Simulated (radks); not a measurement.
The numbers below are computed, except where a source is named.
Trend from Rb4+ to Xe4+: ionisation energy by Delta-SCF between NIST ground configurations, and size. Code: a radial shooting solver on a logarithmic mesh with Libxc functionals. Model: scalar-relativistic Kohn-Sham, PBE, spin-polarised, spherical densities, finite nucleus; open shells are filled with parallel spins first (spin-orbit coupling, left out, can overturn this in heavy ions); Fermi nuclear charge, rms radius of each element as measured or else 0.836 A^(1/3) + 0.57 fm.

| species | configuration | configuration of the ion | IE (eV) | NIST (eV) | kind | -e(HOMO) (eV) | r at 0.001 e/bohr^3 (bohr) |
|---|---|---|---|---|---|---|---|
| Rb4+ | [Ar] 3d10 4s2 4p3 | [Ar] 3d10 4s2 4p2 | 69.146 | 68.4 | theory | 62.100 (4p) | 3.02 |
| Sr4+ | [Ar] 3d10 4s2 4p4 | [Ar] 3d10 4s2 4p3 | 70.136 | 71 | semi-emp. | 63.206 (4p) | 2.99 |
| Zr4+ | [Kr] | [Ar] 3d10 4s2 4p5 | 80.633 | 80.35 | semi-emp. | 72.801 (4p) | 2.89 |
| Nb4+ | [Kr] 4d1 | [Kr] | 50.535 | 50.573 | exp. | 43.874 (4d) | 3.00 |
| Mo4+ | [Kr] 4d2 | [Kr] 4d1 | 54.148 | 54.42 | semi-emp. | 47.141 (4d) | 3.03 |
| Tc4+ | [Kr] 4d3 | [Kr] 4d2 | 57.622 | 57 | theory | 50.289 (4d) | 3.02 |
| Ru4+ | [Kr] 4d4 | [Kr] 4d3 | 60.994 | 59 | theory | 53.347 (4d) | 2.99 |
| Rh4+ | [Kr] 4d5 | [Kr] 4d4 | 64.286 | 63 | theory | 56.336 (4d) | 2.96 |
| Pd4+ | [Kr] 4d6 | [Kr] 4d5 | 63.044 | 61 | theory | 55.189 (4d) | 2.93 |
| Ag4+ | [Kr] 4d7 | [Kr] 4d6 | 66.636 | 65 | theory | 58.440 (4d) | 2.89 |
| Cd4+ | [Kr] 4d8 | [Kr] 4d7 | 70.107 | 68 | theory | 61.592 (4d) | 2.85 |
| In4+ | [Kr] 4d9 | [Kr] 4d8 | 73.490 | 69 | semi-emp. | 64.668 (4d) | 2.81 |
| Sn4+ | [Kr] 4d10 | [Kr] 4d9 | 76.804 | 77.03 | exp. | 67.686 (4d) | 2.77 |
| Sb4+ | [Kr] 4d10 5s1 | [Kr] 4d10 | 55.722 | 55.0 | semi-emp. | 50.362 (5s) | 3.13 |
| Te4+ | [Kr] 4d10 5s2 | [Kr] 4d10 5s1 | 58.775 | 59 | exp. | 53.237 (5s) | 3.24 |
| I4+ | [Kr] 4d10 5s2 5p1 | [Kr] 4d10 5s2 | 50.323 | 51.52 | exp. | 45.203 (5p) | 3.39 |
| Xe4+ | [Kr] 4d10 5s2 5p2 | [Kr] 4d10 5s2 5p1 | 54.209 | 54.1 | semi-emp. | 48.751 (5p) | 3.42 |

Reference values: NIST Atomic Spectra Database (exp. = measured, semi-emp. = semi-empirical, theory = theoretical value adopted there). Open shells are spherical and high-spin; term and fine-structure splittings are not resolved. Spin-orbit splitting is averaged out at the scalar-relativistic level.
